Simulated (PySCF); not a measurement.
**Telling isomers of C₆H₁₁N₃ apart by NMR**

- PBE0-D3(BJ)/def2-SVP structure
- NMR shieldings at PBE0/pcSseg-1/GIAO
- program: PySCF 2.14.0 with density-fitted response routines
- relativity neglected, in vacuum, equivalent nuclei averaged, single conformer

Chemical shifts δ = σref − σ; TMS for ¹H (σ = 31.27 ppm), ¹³C (σ = 184.41 ppm), all at this level. Where no couplings were computed, multiplicities follow the n + 1 count of equivalent neighbours, and m marks all less simple cases (inequivalent or close neighbours, rings, F or P nearby). Shifts are as computed. Against solution values, carbons near 30 ppm lie about +2 ppm off and those near 130 ppm about +5 ppm (rms about the fit 1.9 ppm; single classes can miss by 10 ppm). Of 1328 compounds with measured shifts, 309 miss one by over three times the rms of a fit or turn the order of signals round; such compounds aren't used in these exercises. Signals without a measured value on file couldn't be tested in this way; 1H shifts scatter by 0.2 ppm about their fit, and single ones miss by 0.5 ppm.

(1) Tabulate the signals of `Cc1cnn(C(C)C)n1`, `CCc1nnc(C)n1C` and their relative energies.

(2) What is the quickest way to tell Cc1cnn(C(C)C)n1 from CCc1nnc(C)n1C?

Results:

(1) 
```json
{"SMILES": "Cc1cnn(C(C)C)n1", "carbon types": "1×C 2×CH 3×CH3", "δC": "144.9, 138.0, 57.3, 23.8, 12.2", "δH": "7.40 (s, 1H), 4.41 (sept, 1H), 2.33 (s, 3H), 1.42 (d, 6H)", "E rel. (kcal/mol)": "5.3"}
{"SMILES": "CCc1nnc(C)n1C", "carbon types": "2×C 1×CH2 3×CH3", "δC": "157.5, 152.8, 29.4, 21.6, 15.1, 12.5", "δH": "3.28 (s, 3H), 2.68 (q, 2H), 2.34 (s, 3H), 1.11 (t, 3H)", "E rel. (kcal/mol)": "0.0"}
```

Energies are electronic energies at PBE0/pcSseg-1 on these geometries, without zero-point or thermal terms, each for the one conformer computed, which needn't be the lowest.

(2) Count the carbon signals: 5 against 6. The first has an aromatic CH next to a ring nitrogen at 138.0 ppm, the second an sp3 CH2 on an aromatic ring at 21.6 ppm. Their most deshielded carbons lie at 144.9 and 157.5 ppm. In the proton spectra the most deshielded non-exchanging signals are 7.40 (s, 1H) and 3.28 (s, 3H).
